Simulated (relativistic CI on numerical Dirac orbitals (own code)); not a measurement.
Mn²⁺ in a cubic cluster: L2,3 absorption with charge transfer

Computed with a charge-transfer multiplet model of a cubic metal-ligand cluster with up to 3 ligand holes, Slater and spin-orbit integrals from Dirac-Coulomb-Breit ions, Slater integrals scaled by 0.9. The ground state mixes d5 with configurations of k ligand holes L, whose averages lie at kΔ + k(k − 1)U_dd/2; a core hole lowers each added d electron by U_cd. 300 K, Lorentzian 0.4 eV and Gaussian 0.3 eV FWHM.

Atomic integrals in eV (Slater integrals scaled, ζ unscaled), ground: F2dd 9.229, F4dd 5.732, zeta_d 0.037; with the core hole: F2dd 9.982, F4dd 6.207, zeta_d 0.052, zeta_core 6.792, F2cd 5.719, G1cd 4.215, G3cd 2.393.

Cluster parameters (eV): Δ = 2.6, U_cd = 7.1, 10Dq = 0.85, 10Dq(ligand) = 0.3, V(eg) = 3, V(t2g) = -1.38, final-state hopping factor = 0.8.

| Case | n_d | d5 | d6L | d7L2 | d8L3 | S |
| --- | --- | --- | --- | --- | --- | --- |
| U_dd = 5.9 eV | 5.40 | 0.64 | 0.33 | 0.03 | 0.00 | 2.50 |
| U_dd = 6.6 eV | 5.39 | 0.64 | 0.33 | 0.03 | 0.00 | 2.50 |
| U_dd = 7.3 eV | 5.39 | 0.65 | 0.32 | 0.03 | 0.00 | 2.50 |

Weights, n_d and S are thermal averages at 300 K. Photon energies count from the first peak over 30 % of the highest in each spectrum, which can be another peak from case to case. The parameters are a model scan and need not match a compound or its usual spin state. Peaks in eV (height, largest 100):
- U_dd = 5.9 eV: 0.0 (35), 1.6 (100), 5.8 (7), 11.1 (13), 12.8 (19), 13.7 (13)
- U_dd = 6.6 eV: 0.0 (34), 1.5 (100), 6.1 (6), 11.1 (13), 12.8 (19), 13.7 (14)
- U_dd = 7.3 eV: 0.0 (33), 1.5 (100), 2.7 (30), 4.5 (9), 11.1 (13), 12.9 (19), 13.8 (15)

For the case U_dd = 5.9 eV, Δ = 2.6 eV is smaller than U_dd = 5.9 eV, the charge-transfer side of the Zaanen-Sawatzky-Allen scheme. With the core hole the configuration with one ligand hole lies at Δ + U_dd − U_cd = 1.4, 2.1, 2.8 eV from the one without, in the order of the table; where this is negative the screened configuration lies lower, though the effective hopping of about 3.7 eV (from the holes of the mixed ground state) mixes the two strongly wherever it is as large as the gap.
